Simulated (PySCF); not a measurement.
Compound: C₃H₆N₂Si.
Cartesian coordinates in Å at the GFN2-xTB level; atoms count from 1:
```xyz
12
C3H6N2Si angstrom
C      1.7861   -0.9337    0.4561
C      1.2440    0.0624   -0.2260
Si    -0.5871    0.2275   -0.6216
N     -1.4896   -0.8153    0.4047
C     -0.9647    2.0543   -0.3758
N     -1.2049    3.1638   -0.2174
H      2.8464   -0.9948    0.6502
H      1.1887   -1.7389    0.8521
H      1.8943    0.8422   -0.6047
H     -0.9659   -0.0838   -2.0008
H     -2.4832   -0.9096    0.2728
H     -1.2630   -0.8749    1.3843
```

The calculation used TDDFT CAM-B3LYP/def2-SVPD, vertical, gas phase, core orbitals frozen in the response (PySCF 2.14.0, density-fitted response routines).

Ground-to-excited transition dipoles (e·a0, same axes as the geometry; the sign carries no meaning), for the states with f of 0.002 or more among the lowest 7:

```csv
state,E (eV),μx,μy,μz
S1,6.575,0.019,0.385,0.070
S2,6.806,0.018,-0.114,-0.057
S3,7.012,0.102,-0.252,-0.082
S4,7.110,0.734,-0.629,0.396
S5,7.195,-0.505,0.407,-0.183
S6,7.468,-0.059,0.087,0.051
S7,7.551,-0.083,0.170,-0.243
```

(1) Work out the oscillator strengths.

(2) Which bond between heavy atoms lies closest to the direction of the S4 transition dipole?

(3) What angle do the transition dipoles of S4 and S7 make?

(4) What peak molar absorption coefficient would the strongest computed level give as a lone Gaussian band 0.4 eV wide at half height?

Answers

(1) f = (2/3) ΔE |μ|² with ΔE in hartree (27.2114 eV).

```tsv
state	|μ|² (au)	|μ| (D)	f
S1	0.153	0.99	0.025
S2	0.017	0.33	0.003
S3	0.080	0.72	0.014
S4	1.091	2.66	0.190
S5	0.454	1.71	0.080
S6	0.014	0.30	0.002
S7	0.094	0.78	0.017
```

(2) C1–C2, at 21° from it; next C2–Si3 at 35°.

(3) |cos θ| = |μa·μb| / (|μa| |μb|) = 0.82, so θ ≈ 35° (taken between 0 and 90°, since the signs are arbitrary).

(4) ε(max) = 2.175×10⁸ f / FWHM, with the width in cm⁻¹. S4: 2.175×10⁸ × 0.1901 / 3226 ≈ 13000 L mol⁻¹ cm⁻¹.

One conformer stands for the species.
